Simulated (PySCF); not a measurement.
PySCF was given this input:
```python
from pyscf import gto, scf, dft

mol = gto.Mole()
mol.atom = '''
    F    -1.062826   -0.593731   -0.000945
    S    -0.092381    0.707710   -0.008778
    F     1.227059   -0.664420    0.016551
'''
mol.basis = '6-31g'
mol.charge = 0
mol.spin = 2
mol.verbose = 4
mol.build()

mf = dft.UKS(mol)
mf.xc = 'b3lyp'
mf.kernel()
mf.analyze()
```

### Question
What dipole moment does B3LYP/6-31G run with PySCF give?

### Answer
2.74 D

### Question
Give the number of basis functions at the level B3LYP/6-31G.

### Answer
31

### Question
Give the HOMO energy at the level B3LYP/6-31G.

### Answer
-6.56 eV

### Question
Give the <S^2> at the level B3LYP/6-31G.

### Answer
2.007

These values belong to the state on which the SCF converged, which isn't shown to be the lowest.
